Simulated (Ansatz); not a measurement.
Reaction (ligand exchange at a Zn–F bond): `[F][Zn][Br]` + NH₃ → `[NH2][Zn][Br]` + H–F

Isolated molecules relaxed with PBE0-D4/def2-TZVP in Ansatz; ΔE leaves out vibrations. CBS: MP2 limit from def2 TZ/QZ plus the TZ coupled-cluster correction, frozen cores. This one scheme is used for every species. DFT in def2-TZVPP. B3LYP here is the variant with VWN-RPA as its local correlation; programs differ in this. For Br, Zn outer-core shells are correlated without core-valence functions, which leaves a few kJ/mol of doubt a bond. Scalar relativity is left out up to krypton. Each species was taken in one conformer, which may not be the lowest.

(1) Is it downhill or uphill in electronic energy at CCSD(T)/CBS, and by how much? (Estimate.)

(2) What do these levels give: PBE-D4, BHLYP-D4, B3LYP, BHLYP, HF/CBS(def2), MP2/CBS(def2)? (Best estimate.)

Largest T1 diagnostic among the species: 0.014.

## Answers

(1) The calculation gave: Uphill: ΔE = +51.1 kJ/mol.

(2) Ansatz gave: PBE-D4 47.6, BHLYP-D4 56.6, B3LYP 56.4, BHLYP 59.3, HF/CBS(def2) 76.9, MP2/CBS(def2) 44.9 kJ/mol.

The D4 term adds −3.2 kJ/mol with B3LYP and −1.7 kJ/mol with PBE0; it sums over pairs of atoms, weighted by their polarisabilities, and B3LYP, whose exchange is more repulsive, gets the larger term. At CCSD(T), def2-SVP lies +13.4 kJ/mol from the extrapolated value and def2-TZVPP −5.2 kJ/mol. In def2-TZVPP, CCSD(T) changes the Hartree–Fock value by −24.3 kJ/mol (the triples alone add −3.2 kJ/mol) and MP2 by −30.5 kJ/mol.
